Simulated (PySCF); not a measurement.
An unknown shows these calculated signals:

1H NMR (500 MHz, computed): δ 6.59 (m, 1H), 6.55 (m, 1H), 6.00 (m, 1H), 5.33 (d, 2H), 4.80 (t, 1H), 2.74 (m, 2H), 2.13 (m, 2H).

13C{1H} NMR (computed): δ 154.7 (C), 143.5 (CH2), 142.6 (CH), 109.5 (CH), 33.8 (CH2), 20.7 (CH2).

Theoretical values (PySCF): PBE0/pcSseg-1 with gauge-including orbitals, GFN2-xTB structure. No solvent, non-relativistic, one averaged value for each set of equivalent atoms, one computed conformer.

Scale: 1H (31.72 ppm) and 13C (186.93 ppm) vs TMS (reference shieldings calculated alike).

Task: Which of these does the molecule contain: a nitrile, a non-aromatic C=C double bond, an NH or NH2 group, an aldehyde, a Si–H bond, a vinyl group CH=CH2?

Result: 
- A nitrile: no.
- A non-aromatic C=C double bond: yes.
- An NH or NH2 group: no.
- An aldehyde: no.
- A Si–H bond: yes (δH 5.33 (d)).
- A vinyl group CH=CH2: yes (δC 143.5, 142.6; δH 6.00 (m), 6.55 (m), 6.59 (m)).

The data belong to SMILES C1C=C(O[SiH2]C=C)C1, C₆H₁₀OSi; they needn't prove each group on their own.

Carbon signals by region: 4 in the sp2 and nitrile region (100–160 ppm), 2 below 50 ppm.

Shifts are as computed. Against solution values, carbons near 30 ppm lie about +3 ppm off and those near 130 ppm about +5 ppm. Of 1211 compounds with measured shifts, 218 miss one by over three times the rms of a fit or turn the order of signals round; such compounds aren't used in these exercises. Multiplicities follow the n + 1 count of equivalent neighbours, as no J values were calculated; m marks all less simple cases, F and P coupling included.
